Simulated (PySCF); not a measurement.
# Electron correlation in Tc (technetium, neutral)

[Kr] 4d4 5s2 5p1, one real determinant (an excited configuration). Computed with PySCF 2.14 in aug-cc-pVTZ-PP with ECP28MDF (6s6p5d3f2g, 88 functions), with scalar relativity through the core potential. Frozen: 4s2 4p6; 7 electrons correlated.

MP2 pair energies summed by pair of shells (mhartree):

```csv
pair,energy,share (%)
4d-5s,-37.51,33.0
4d-4d,-35.71,31.4
5s-5s,-16.81,14.8
5s-5p,-15.79,13.9
4d-5p,-7.83,6.9
```

Total MP2 correlation energy: -113.66 mhartree.

Same-spin part -59.84 and opposite-spin part -53.82 mhartree; SCS-MP2 scales them by 1/3 and 6/5 to -84.53 mhartree.

The reference is one real determinant that mixes LS terms of this configuration.
